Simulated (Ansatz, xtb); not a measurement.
# Ligand exchange: C2H5ClSi + BH2(NH2) → C2H7NSi + BH2Cl

Species: C2H5ClSi `C=C[SiH2]Cl`, singlet; BH2(NH2), singlet; C2H7NSi `C=C[SiH2]N`, singlet; BH2Cl `BCl`, singlet. The partners trade Cl for NH2: Si–Cl and B–NH2 bonds give way to Si–NH2 and B–Cl.

Shapes, held fixed at every level: PBE0-D4/def2-TZVP. Flexible molecules stand in one conformer, not always the lowest. Programs: Ansatz 0.2.0, xtb 6.7.1. The zero-point and thermal change to 298 K, harmonic and unscaled (PBE0-D4/def2-TZVP), is -6.3 kJ/mol.

```
               level                   kind  ΔH(298 K) (kJ/mol)  less CCSD(T)/CBS estimate
            GFN2-xTB         semi-empirical               +79.5                      -15.6
       HF/def2-TZVPP           Hartree–Fock               +92.7                       -2.4
   PBE-D4/def2-TZVPP                    GGA              +100.1                       +5.0
r2SCAN-D4/def2-TZVPP               meta-GGA               +97.8                       +2.7
  PBE0-D4/def2-TZVPP          global hybrid               +99.0                       +3.9
   B2PLYP/def2-TZVPP          double hybrid               +97.1                       +2.0
       CCSD/def2-SVP  coupled cluster or CI               +98.7                       +3.6
CCSD(T)/CBS estimate  coupled cluster or CI               +95.1                        0.0
```

The highest level, CCSD(T)/CBS estimate, gives ΔH(298 K) = +95.1 kJ/mol; the levels span +79.5 to +100.1. The column of differences is taken from that level and isn't an error. No measured value is set beside it here. The CBS estimate extrapolates MP2 from def2-TZVPP and def2-QZVPP and adds CCSD(T) − MP2 in the triple-zeta set, cores frozen.
